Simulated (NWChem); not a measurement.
Species: Si₂N₂H₅F; SMILES [SiH2]1N[SiH](N1)F

```xyz
10

F      0.6186     2.1121     0.0000
Si    -0.4290     0.8706     0.0000
N     -0.1184    -0.3389    -1.1952
Si     0.2037    -1.5773     0.0000
N     -0.1184    -0.3389     1.1952
H     -1.7517     1.5422     0.0000
H     -0.1166    -0.3347    -2.2038
H     -0.7517    -2.7277     0.0000
H      1.5875    -2.1454     0.0000
H     -0.1166    -0.3347     2.2038
```
Atoms are numbered in this order, from 1.

Geometry: optimised at PBE0/def2-SVP.

Q: Give the principal values of the shielding tensors (ppm) of F1, Si2, N3, Si4 from PBE/pcSseg-1, GIAO (NWChem), with their diamagnetic and paramagnetic parts as GIAO splits them.

A: 
| atom | σ11 | σ22 | σ33 | isotropic | diamagnetic | paramagnetic |
|---|---|---|---|---|---|---|
| F1 | 196.1 | 244.7 | 338.0 | 259.6 | 473.9 | -214.3 |
| Si2 | 346.2 | 369.4 | 394.6 | 370.0 | 881.3 | -511.2 |
| N3 | 191.8 | 207.8 | 280.6 | 226.7 | 320.9 | -94.2 |
| Si4 | 328.8 | 345.1 | 399.5 | 357.8 | 881.2 | -523.3 |
